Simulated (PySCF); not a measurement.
**Computed properties of Ga(H)(Me)2 (C2H7Ga), SMILES [CH3][GaH][CH3]**

C₂H₇Ga, SMILES [CH3][GaH][CH3]. The structure is a stationary point at PBE0-D3(BJ)/def2-SVP. The structure was generated by enumeration; whether it is a known compound was not checked. Other conformers were not sampled. All values are computed for the isolated molecule unless a solvent is named; none is compared with measurement here.

**Structure.** The optimised structure has Cs symmetry. All 24 harmonic modes at PBE0-D3(BJ)/def2-SVP (PySCF) are real, so it is a minimum. With heavy atoms numbered as in [GaH:1]([CH3:3])[CH3:7], the shortest bond between them is Ga1–C7 at 1.970 Å and the longest Ga1–C3 at 1.970 Å.

**Vibrations.** The strongest infrared lines (harmonic, unscaled, degenerate partners summed) lie at 1930 cm⁻¹ (247 km/mol, H 99 %), 781 cm⁻¹ (96 km/mol, H 85 %, C 15 %), 733 cm⁻¹ (83 km/mol, H 76 %, C 19 %). The softest mode is at 32 cm⁻¹ and the zero-point energy is 48.6 kcal/mol.

**Electronic structure.** B3LYP/def2-TZVPD (PySCF) places the frontier levels at -7.46 and -1.24 eV, a gap of 6.22 eV, and gives a dipole moment of 0.58 D and a mean polarisability of 58.1 bohr³. PBE/def2-TZVPD (PySCF) at the same geometry gives -6.48 and -1.77 eV, so its gap is 1.51 eV narrower. An orbital gap is neither the optical nor the fundamental gap.

**Excitations.** TDA-PBE0/def2-SVPD (PySCF) has S1 at 5.28 eV (235 nm, f = 0.000, dark); the most intense of the 10 singlets computed lies at 8.16 eV (f = 0.33). T1 (TDA) is at 4.92 eV, 0.36 eV under S1. TDA-PBE/def2-SVPD (PySCF) puts S1 at 4.85 eV. No vertical singlet excitation falls in the visible range (under 3.1 eV).

**NMR.** GIAO shifts at B3LYP/pcSseg-1 (PySCF) (non-relativistic, atoms alike by connectivity averaged): ¹³C at 5.0 ppm against TMS; ¹H from 0.6 to 6.7 ppm against TMS.
